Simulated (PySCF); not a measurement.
ZrF3, SMILES [F][Zr]([F])[F] (connectivity only; charge and spin as stated), neutral, multiplicity 2.

The structure is a stationary point at B3LYP-D3(BJ)/def2-TZVP. The spin state was assumed, not searched. The isomer is the one that the SMILES or the coordinates give; other isomers of the formula were not compared. The def2 effective core potentials stand for the cores of Zr; spin–orbit coupling is left out.

Method: TDA-PBE/def2-SVPD run with PySCF.

Vertical excitations; the highest root listed may be one member of a degenerate set. The molecule is in vacuum.

Computed lowest excited states:
```csv
state,energy (eV),λ (nm),f,main pairs
root 1,1.64,757,0.000,α HOMO→LUMO+1 (degenerate set)
root 2,1.64,756,0.000,α HOMO→LUMO (degenerate set)
root 3,3.84,323,0.017,α HOMO→LUMO+4 (degenerate set)
root 4,3.84,323,0.017,α HOMO→LUMO+3 (degenerate set)
root 5,4.02,309,0.336,α HOMO→LUMO+2 99 %
root 6,4.20,295,0.000,α HOMO→LUMO+5 98 %
root 7,5.12,242,0.041,α HOMO→LUMO+6 (degenerate set)
root 8,5.12,242,0.041,α HOMO→LUMO+7 (degenerate set)
root 9,6.58,188,0.002,β HOMO→LUMO (degenerate set)
root 10,6.58,188,0.002,β HOMO−1→LUMO (degenerate set)
```
Unrestricted roots are not spin-pure.
